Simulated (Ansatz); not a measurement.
`P[SiH2][AlH][Cl]` + H–F → `F[SiH2]P` + `[AlH2][Cl]` at 400 K and 1 bar (cleavage of the Si–Al bond).

Computed with Ansatz on PBE0-D4/def2-TZVP structures; ΔE is electronic, products minus reactants. CBS: MP2 limit from def2 TZ/QZ plus the TZ coupled-cluster correction, frozen cores. This one scheme is used for every species. One conformer a species, not always the lowest.

```tsv
species	CCSD(T)/CBS energy (Eh)	H − E (kJ/mol)	S (J/(mol·K))
`P[SiH2][AlH][Cl]`	-1334.87683	150.2	425.1
H–F	-100.39570	36.5	182.2
`F[SiH2]P`	-732.27050	123.1	326.9
`[AlH2][Cl]`	-703.04476	55.2	269.1
```

H − E and S are ideal-gas, rigid-rotor, harmonic terms from PBE0-D4/def2-TZVP, for one conformer and one mirror image of each species. 1 Eh = 2625.50 kJ/mol, R = 8.31446 J/(mol·K).

Problem. By hand: ΔE, ΔH, ΔS and ΔG.

Solution. ΔE = (-732.27050) + (-703.04476) − (-1334.87683) − (-100.39570) = -0.04273 Eh = -112.2 kJ/mol. Δ(H − E) = 123.1 + 55.2 − 150.2 − 36.5 = -8.4, so ΔH = -120.6 kJ/mol. ΔS = 326.9 + 269.1 − 425.1 − 182.2 = -11.3 J/(mol·K). ΔG = -120.6 − 400 × (-11.3)/1000 = -116.1 kJ/mol.

Problem. By hand: the equilibrium constant, and the temperature at which ΔG would vanish if ΔH and ΔS stayed fixed.

Solution. log₁₀ K = −ΔG/(RT ln 10) = 15.2. ΔG = 0 at ΔH/ΔS = 10673 K, far beyond where these terms or the molecules hold.

The number of gas molecules stays the same, so ΔS is small and ΔH decides. A doubt of 5 kJ/mol in ΔE shifts log₁₀ K by 0.7 here. Other conformers and mirror images would add mixing entropy, several J/(mol·K) or more a flexible species. Modes under 60 cm⁻¹, often nearly free rotors, make the harmonic entropy too high. These are equilibria of isolated gas molecules and say nothing of rates. Largest T1 diagnostic: 0.013 (customary marks: 0.02 for closed shells, 0.045 for open ones).
